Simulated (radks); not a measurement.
Task: Isoelectronic series with 25 electrons, each ion in its NIST ground configuration. Method: scalar-relativistic Kohn-Sham, BLYP, spin-unpolarised, spherical densities, point nucleus; computed with a radial shooting solver on a logarithmic mesh with Libxc functionals. Total energies (hartree) and orbital eigenvalues (eV):

ion,configuration,E (hartree),3d,3p,3s
Mn,[Ar] 3d5 4s2,-1158.60636,-6.6632,-54.3828,-85.5876
Co2+,[Ar] 3d7,-1392.52706,-27.0880,-84.6502,-121.3182
Cu4+,[Ar] 3d7,-1650.49181,-70.8933,-140.4752,-183.5322
As8+,[Ar] 3d7,-2238.19202,-200.8437,-295.0501,-352.4305
Br10+,[Ar] 3d7,-2568.11647,-285.3570,-392.1148,-457.3616
Rb12+,[Ar] 3d7,-2922.29180,-382.4956,-502.0164,-575.6297
Nb16+,[Ar] 3d7,-3704.15723,-614.1557,-760.0407,-852.1034
Tc18+,[Ar] 3d7,-4132.28136,-748.5436,-908.1377,-1010.423
Rh20+,[Ar] 3d7,-4585.52244,-895.2551,-1068.985,-1182.269

Estimate the row of Ga6+ ([Ar] 3d7).

Result: E (hartree) -1932.35881; 3d -129.1966; 3p -211.0188; 3s -261.0022.
